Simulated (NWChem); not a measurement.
System: sulfur trioxide (SO₃); SMILES O=S(=O)=O

NWChem printed, in part:

```
             Northwest Computational Chemistry Package (NWChem) 7.3.0
             --------------------------------------------------------

 D3H symmetry detected

                             Geometry "geometry" -> ""
                             -------------------------

 Output coordinates in angstroms (scale by  1.889725989 to convert to a.u.)

  No.       Tag          Charge          X              Y              Z
 ---- ---------------- ---------- -------------- -------------- --------------
    1 O                    8.0000    -1.02769315    -1.02769315     0.00000000
    2 S                   16.0000    -0.00000000    -0.00000000     0.00000000
    3 O                    8.0000    -0.37616180     1.40385495     0.00000000
    4 O                    8.0000     1.40385495    -0.37616180     0.00000000

 Effective nuclear repulsion energy (a.u.)     180.1761816464

      Symmetry information
      --------------------

 Group name             D3h
 Group number             27
 Group order              12
 No. of unique centers     2

                                 NWChem DFT Module
                                 -----------------

 Summary of "ao basis" -> "ao basis" (spherical)
 ------------------------------------------------------------------------------
       Tag                 Description            Shells   Functions and Types
 ---------------- ------------------------------  ------  ---------------------
 O                        aug-cc-pvtz               14       46   5s4p3d2f
 S                        aug-cc-pvtz               16       50   6s5p3d2f

      Symmetry analysis of basis
      --------------------------

        a1'        30
        a1"         5
        a2'        13
        a2"        18
        e'         80
        e"         42

  Rotation of axis

            General Information
            -------------------
          SCF calculation type: DFT
          Wavefunction type:  closed shell.
          No. of atoms     :     4
          No. of electrons :    40
           Alpha electrons :    20
            Beta electrons :    20
          Charge           :     0
          Spin multiplicity:     1
          Use of symmetry is: on ; symmetry adaption is: on
          Maximum number of iterations: 150
          AO basis - number of functions:   188
                     number of shells:    58
          Convergence on energy requested:  1.00D-06
          Convergence on density requested:  1.00D-05
          Convergence on gradient requested:  5.00D-04

              XC Information
              --------------
                         B3LYP Method XC Potential
                     Hartree-Fock (Exact) Exchange  0.200
                        Slater Exchange Functional  0.800 local
                    Becke 1988 Exchange Functional  0.720 non-local
              Lee-Yang-Parr Correlation Functional  0.810
                  VWN I RPA Correlation Functional  0.190 local

             Grid Information
             ----------------
          Grid used for XC integration:  medium
          Radial quadrature: Mura-Knowles
          Angular quadrature: Lebedev.
          Tag              B.-S. Rad. Rad. Pts. Rad. Cut. Ang. Pts.
          ---              ---------- --------- --------- ---------
          O                   0.60       49          11.0       434
          S                   1.00       88          10.0       590
          Grid pruning is: on
          Number of quadrature shells:   137
          Spatial weights used:  Erf1

      Superposition of Atomic Density Guess
      -------------------------------------

 Sum of atomic energies:        -621.83087188

      Non-variational initial energy
      ------------------------------

 Total energy =    -623.217460
 1-e energy   =   -1217.447015
 2-e energy   =     414.053374
 HOMO         =      -0.424970
 LUMO         =      -0.053826

      Symmetry analysis of molecular orbitals - initial
      -------------------------------------------------

  Numbering of irreducible representations:

     1 a1'         2 a1"         3 a2'         4 a2"         5 e'
     6 e"

  Orbital symmetries:

     1 a1'         2 e'          3 e'          4 a1'         5 a1'
     6 e'          7 e'          8 a2"         9 a1'        10 e'
    11 e'         12 a1'        13 a2"        14 e'         15 e'
    16 e'         17 e'         18 e"         19 e"         20 a2'
    21 a2"        22 a1'        23 e'         24 e'         25 a2"
    26 a1'        27 e'         28 e'         29 e"         30 e"

------------------------------------------------------------
EAF file 0: "./job.aoints.0" size=146276352 bytes
------------------------------------------------------------
               write      read    awrite     aread      wait
               -----      ----    ------     -----      ----
     calls:      279         0         0         0         0
   data(b): 1.46e+08  0.00e+00  0.00e+00  0.00e+00
   time(s): 0.00e+00  0.00e+00  0.00e+00  0.00e+00  0.00e+00
rate(mb/s): 0.00e+00  0.00e+00
------------------------------------------------------------

     ---------------------------------------------
      Total Density - Mulliken Population Analysis
     ---------------------------------------------

    Atom       Charge   Shell Charges
 -----------   ------   -------------------------------------------------------
    1 O    8     8.83   1.95  1.06  0.25  0.62  0.03  1.30  2.26  1.28  0.04  0.00  0.02  0.02  0.00  0.00
    2 S   16    13.51   2.00  1.90  0.85  0.16  0.23 -0.01  5.80  1.37  0.62  0.14  0.00  0.21  0.23 -0.08  0.08  0.01
    3 O    8     8.83   1.95  1.06  0.25  0.62  0.03  1.30  2.26  1.28  0.04  0.00  0.02  0.02  0.00  0.00
    4 O    8     8.83   1.95  1.06  0.25  0.62  0.03  1.30  2.26  1.28  0.04  0.00  0.02  0.02  0.00  0.00

   convergence    iter        energy       DeltaE   RMS-Dens  Diis-err
 ---------------- ----- ----------------- --------- --------- ---------
 d= 0,ls=0.0,diis     1   -623.7050869893 -8.04D+02  6.63D-03  2.28D+00
 d= 0,ls=0.0,diis     2   -623.3239849452  3.81D-01  4.11D-03  6.75D+00
 d= 0,ls=0.0,diis     3   -623.9190908437 -5.95D-01  5.26D-04  6.26D-02
 d= 0,ls=0.0,diis     4   -623.9227818984 -3.69D-03  1.83D-04  1.06D-02
 d= 0,ls=0.0,diis     5   -623.9236693749 -8.87D-04  1.48D-05  3.70D-05
  Resetting Diis
 d= 0,ls=0.0,diis     6   -623.9236720922 -2.72D-06  2.35D-06  1.61D-07
 d= 0,ls=0.0,diis     7   -623.9236721104 -1.82D-08  3.81D-07  8.72D-09

         Total DFT energy =     -623.923672110413
      One electron energy =    -1215.956595640832
           Coulomb energy =      463.313840611815
    Exchange-Corr. energy =      -51.457098727767
 Nuclear repulsion energy =      180.176181646370

 Numeric. integr. density =       39.999996804422

                  Occupations of the irreducible representations
                  ----------------------------------------------

                     irrep           alpha         beta
                     --------     --------     --------
                     a1'               5.0          5.0
                     a1"               0.0          0.0
                     a2'               1.0          1.0
                     a2"               2.0          2.0
                     e'               10.0         10.0
                     e"                2.0          2.0

                       DFT Final Molecular Orbital Analysis
                       ------------------------------------

 Vector   18  Occ=2.000000D+00  E=-4.094747D-01  Symmetry=e"
              MO Center= -2.9D-01,  5.9D-01,  8.5D-16, r^2= 2.1D+00
   Bfn.  Coefficient  Atom+Function         Bfn.  Coefficient  Atom+Function
  ----- ------------  ---------------      ----- ------------  ---------------
   107      0.352491  3 O  pz               104      0.293751  3 O  pz
   110      0.269090  3 O  pz                11     -0.204999  1 O  pz
     8     -0.170837  1 O  pz                14     -0.156496  1 O  pz
   153     -0.147492  4 O  pz               150     -0.122913  4 O  pz
   156     -0.112595  4 O  pz                74      0.090700  2 S  d -1

 Vector   19  Occ=2.000000D+00  E=-4.094747D-01  Symmetry=e"
              MO Center=  2.9D-01, -5.9D-01, -7.7D-15, r^2= 2.1D+00
   Bfn.  Coefficient  Atom+Function         Bfn.  Coefficient  Atom+Function
  ----- ------------  ---------------      ----- ------------  ---------------
   153      0.321867  4 O  pz                11     -0.288665  1 O  pz
   150      0.268230  4 O  pz               156      0.245712  4 O  pz
     8     -0.240561  1 O  pz                14     -0.220366  1 O  pz
    76     -0.090700  2 S  d  1              71     -0.073509  2 S  d  1
   107     -0.033202  3 O  pz               159      0.032431  4 O  pz

 Vector   20  Occ=2.000000D+00  E=-3.624041D-01  Symmetry=a2'
              MO Center= -1.4D-15, -1.1D-15,  4.7D-16, r^2= 2.6D+00
   Bfn.  Coefficient  Atom+Function         Bfn.  Coefficient  Atom+Function
  ----- ------------  ---------------      ----- ------------  ---------------
   105      0.260000  3 O  px               152     -0.260000  4 O  py
   102      0.220700  3 O  px               149     -0.220700  4 O  py
     9     -0.190333  1 O  px                10      0.190333  1 O  py
   108      0.182442  3 O  px               155     -0.182442  4 O  py
     6     -0.161564  1 O  px                 7      0.161564  1 O  py

 Vector   21  Occ=0.000000D+00  E=-1.187132D-01  Symmetry=a2"
              MO Center= -5.4D-14, -8.9D-15,  1.1D-11, r^2= 2.2D+00
   Bfn.  Coefficient  Atom+Function         Bfn.  Coefficient  Atom+Function
  ----- ------------  ---------------      ----- ------------  ---------------
    58      0.504619  2 S  pz                64      0.462244  2 S  pz
    14     -0.228518  1 O  pz                61      0.228097  2 S  pz
   110     -0.228518  3 O  pz               156     -0.228518  4 O  pz
    11     -0.223846  1 O  pz               107     -0.223846  3 O  pz
   153     -0.223846  4 O  pz                 8     -0.186074  1 O  pz

 Vector   22  Occ=0.000000D+00  E=-1.180332D-01  Symmetry=a1'
              MO Center=  1.5D-14,  1.5D-14, -1.1D-11, r^2= 2.9D+00
   Bfn.  Coefficient  Atom+Function         Bfn.  Coefficient  Atom+Function
  ----- ------------  ---------------      ----- ------------  ---------------
    52      0.912099  2 S  s                 51      0.721920  2 S  s
    49      0.280734  2 S  s                  5     -0.214014  1 O  s
   101     -0.214014  3 O  s                147     -0.214014  4 O  s
   109      0.175681  3 O  py               154      0.175681  4 O  px
   106      0.173845  3 O  py               151      0.173845  4 O  px

 Vector   23  Occ=0.000000D+00  E= 3.077377D-02  Symmetry=a1'
              MO Center=  3.2D-16,  6.1D-15, -1.9D-15, r^2= 1.1D+01
   Bfn.  Coefficient  Atom+Function         Bfn.  Coefficient  Atom+Function
  ----- ------------  ---------------      ----- ------------  ---------------
    52      7.389863  2 S  s                 51      3.137285  2 S  s
     5     -2.987687  1 O  s                101     -2.987687  3 O  s
   147     -2.987687  4 O  s                112      0.756156  3 O  py
   157      0.756156  4 O  px                 4     -0.679004  1 O  s
   100     -0.679004  3 O  s                146     -0.679004  4 O  s

------------------------------------------------------------
EAF file 0: "./job.aoints.0" size=167247872 bytes
------------------------------------------------------------
               write      read    awrite     aread      wait
               -----      ----    ------     -----      ----
     calls:      319         6         0      1908      1908
   data(b): 1.67e+08  3.15e+06  0.00e+00  1.00e+09
   time(s): 0.00e+00  0.00e+00  0.00e+00  0.00e+00  0.00e+00
rate(mb/s): 0.00e+00  0.00e+00
------------------------------------------------------------

     ---------------------------------------------
      Total Density - Mulliken Population Analysis
     ---------------------------------------------

    Atom       Charge   Shell Charges
 -----------   ------   -------------------------------------------------------
    1 O    8     8.55   1.94  1.02  0.27  0.67  0.07  1.27  2.03  1.17  0.05  0.00  0.03  0.03  0.00  0.01
    2 S   16    14.34   2.00  1.83  0.99  0.25  0.17 -0.02  5.83  1.56  0.86 -0.03 -0.01  0.42  0.37 -0.04  0.10  0.04
    3 O    8     8.55   1.94  1.02  0.27  0.67  0.07  1.27  2.03  1.17  0.05  0.00  0.03  0.03  0.00  0.01
    4 O    8     8.55   1.94  1.02  0.27  0.67  0.07  1.27  2.03  1.17  0.05  0.00  0.03  0.03  0.00  0.01

     -------------------------------------------
      Total Density - Lowdin Population Analysis
     -------------------------------------------

    Atom       Charge   Shell Charges
 -----------   ------   -------------------------------------------------------
    1 O    8     7.99   1.59  0.81  0.50  0.40  0.10  1.22  1.88  1.01  0.16  0.00  0.05  0.19  0.00  0.07
    2 S   16    16.02   1.98  1.24  0.71  0.42  0.20  0.07  4.93  1.57  1.16  0.58  0.08  1.11  0.36  0.58  0.25  0.79
    3 O    8     7.99   1.59  0.81  0.50  0.40  0.10  1.22  1.88  1.01  0.16  0.00  0.05  0.19  0.00  0.07
    4 O    8     7.99   1.59  0.81  0.50  0.40  0.10  1.22  1.88  1.01  0.16  0.00  0.05  0.19  0.00  0.07

     Multipole analysis of the density
     ---------------------------------

     L   x y z        total         alpha         beta         nuclear
     -   - - -        -----         -----         ----         -------
     0   0 0 0     -0.000000    -20.000000    -20.000000     40.000000

     1   1 0 0      0.000000      0.000000      0.000000     -0.000000
     1   0 1 0      0.000000      0.000000      0.000000     -0.000000
     1   0 0 1     -0.000000     -0.000000     -0.000000      0.000000

     2   2 0 0    -23.467685    -56.992935    -56.992935     90.518184
     2   1 1 0     -0.000000     -0.000000     -0.000000      0.000000
     2   1 0 1     -0.000000     -0.000000     -0.000000      0.000000
     2   0 2 0    -23.467685    -56.992935    -56.992935     90.518184
     2   0 1 1      0.000000      0.000000      0.000000      0.000000
     2   0 0 2    -18.920445     -9.460222     -9.460222      0.000000

            General Information
            -------------------
          SCF calculation type: DFT
          Wavefunction type:  closed shell.
          No. of atoms     :     4
          No. of electrons :    40
           Alpha electrons :    20
            Beta electrons :    20
          Charge           :     0
          Spin multiplicity:     1
          Use of symmetry is: on ; symmetry adaption is: on
          Maximum number of iterations: 150
          AO basis - number of functions:   188
                     number of shells:    58
          Convergence on energy requested:  1.00D-06
          Convergence on density requested:  1.00D-05
          Convergence on gradient requested:  5.00D-04

              XC Information
              --------------
                         B3LYP Method XC Potential
                     Hartree-Fock (Exact) Exchange  0.200
                        Slater Exchange Functional  0.800 local
                    Becke 1988 Exchange Functional  0.720 non-local
              Lee-Yang-Parr Correlation Functional  0.810
                  VWN I RPA Correlation Functional  0.190 local

[...]

                         DFT ENERGY GRADIENTS

    atom               coordinates                        gradient
                 x          y          z           x          y          z
   1 O      -1.942058  -1.942058   0.000000   -0.011543  -0.011543   0.000000
   2 S      -0.000000  -0.000000   0.000000    0.000000   0.000000   0.000000
   3 O      -0.710843   2.652901   0.000000   -0.004225   0.015768   0.000000
   4 O       2.652901  -0.710843   0.000000    0.015768  -0.004225  -0.000000
```

Level: B3LYP/aug-cc-pVTZ. The geometry was optimised at B3LYP/6-31G* (spherical d).

Problem. Write an input that gives this output.

Solution. This is not unique; one that fits is the input that was run:
```
start job
memory heap 200 mb stack 900 mb global 1100 mb
geometry units angstroms noautoz
  O     -1.027693    -1.027693     0.000000
  S      0.000000     0.000000     0.000000
  O     -0.376162     1.403855     0.000000
  O      1.403855    -0.376162     0.000000
end
basis spherical
  * library aug-cc-pvtz
end
dft
  xc b3lyp
  iterations 150
  semidirect filesize 400000000
  mulliken
end
task dft gradient
```
